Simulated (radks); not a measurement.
Values are calculated unless marked as measured or tabulated.
Q: Ti, configuration [Ne] 3s2 3p4 3d2 4s2 4f2 (not the ground configuration). Code: a radial shooting solver on a logarithmic mesh with Libxc functionals. Model: Dirac Kohn-Sham, PBE, spin-unpolarised, spherical densities, finite nucleus; open shells are shared between the two j in proportion to 2j + 1; Fermi nuclear charge, rms radius 3.5921 fm.

Spin-orbit splittings of the eigenvalues, e(l+1/2) - e(l-1/2), with zeta = 2 splitting/(2l+1) and mean radii in bohr:

shell  occ.  splitting (eV)  zeta (eV)  <r> j=l-1/2  <r> j=l+1/2
2p        6           5.799      3.866       0.2875       0.2902
3p        4          0.7320     0.4880        1.026        1.033
3d        2               ?          ?        1.185        1.187
4f        2      0.00002295  6.556e-06        10.28        10.28

Estimate the 3d splitting.

A: 0.07280 eV (zeta = 0.02912 eV).
